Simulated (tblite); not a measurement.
C5H7BO2.
Cartesian coordinates in Å at the GFN2-xTB level; atoms count from 1:
```
atom  x, y, z in Å
C1    -3.208    0.752    0.134
C2    -2.082    0.365   -0.022
C3    -0.757   -0.102   -0.212
C4    -0.646   -1.550   -0.574
C5     0.279    0.742   -0.065
B6     1.809    0.455   -0.229
O7     2.295   -0.762   -0.574
O8     2.733    1.446   -0.032
H9    -4.190    1.097    0.272
H10   -1.187   -1.739   -1.502
H11    0.394   -1.827   -0.696
H12   -1.101   -2.163    0.204
H13    0.018    1.764    0.201
H14    3.250   -0.773   -0.640
H15    2.388    2.303    0.208
```

Computed with GFN2-xTB (tblite): harmonic, unscaled wavenumbers at the GFN2-xTB geometry, gas phase. The method is semi-empirical: single wavenumbers can be off by several per cent or more. One conformer, not necessarily the lowest.

How many normal modes are there?

15 atoms, non-linear: 3N − 6 = 39.

What is the point group of the computed structure, and how do the modes divide by symmetry?

Cs. The vibrations span 26 a′ + 13 a″.

How many distinct wavenumbers does the calculation give?

39: Cs has no degenerate species.

How many fundamentals are allowed in the infrared by symmetry?

39 of 39: in Cs every mode is allowed. All fundamentals are allowed in the Raman spectrum.

How far is the lowest real mode excited at 298.15 K, as a harmonic oscillator?

θ = hcν̃/k = 59 K for 40.7 cm⁻¹, so N1/N0 = 0.82 and ⟨v⟩ = 1/(exp(θ/T) − 1) = 4.6.
